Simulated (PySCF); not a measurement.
Si(F)(Me)2(SeH) (C₂H₇FSeSi), SMILES [Si](C)(C)(F)[SeH].

Geometry: B3LYP-D3(BJ)/def2-SVP. The values are those of a single conformer.

Computed with PBE/def2-TZVP run with PySCF.

Isolated molecule, no solvent.

```json
{
 "total_energy": "-2870.80055 hartree",
 "highest_occupied_level": "-5.81 eV",
 "lowest_empty_level": "-0.89 eV",
 "orbital_gap": "4.91 eV",
 "dipole_moment": "2.57 D",
 "quadrupole, principal values (traceless, Buckingham form, about the centre of nuclear charge)": "-1.94, -0.07, 2.01 D·Å",
 "mean_static_polarisability": "77.8 bohr³ (11.53 Å³)",
 "polarisability_principal_values": "66.6, 75.3, 91.5 bohr³"
}
```
